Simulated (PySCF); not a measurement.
SMILES C(/C=C\O[SiH3])#C (C4H6OSi), singlet (GFN2-xTB optimised geometry):

```
12

C      1.707    -1.844     0.000
C      0.507    -1.786     0.000
C     -0.900    -1.786     0.000
C     -1.675    -0.698     0.000
O     -1.302     0.583     0.001
Si     0.099     1.417     0.003
H      2.755    -1.880    -0.001
H     -1.373    -2.758    -0.001
H     -2.755    -0.804    -0.001
H      0.881     1.131     1.204
H     -0.471     2.758     0.005
H      0.882     1.135    -1.198
```

Calculation: CAM-B3LYP/def2-TZVP run with PySCF.

What are the frontier orbital energies and the dipole moment?

HOMO-2 -10.73 eV, HOMO-1 -9.40 eV, HOMO -7.87 eV, LUMO 0.44 eV, LUMO+1 1.09 eV; dipole moment 0.03 D.

Meta-Löwdin charges at CAM-B3LYP/def2-TZVP: C1 -0.22, C2 -0.03, C3 -0.22, C4 0.14, O5 -0.56, Si6 0.79, H7 0.17, H8 0.15, H9 0.13, H10 -0.12, H11 -0.12, H12 -0.12.
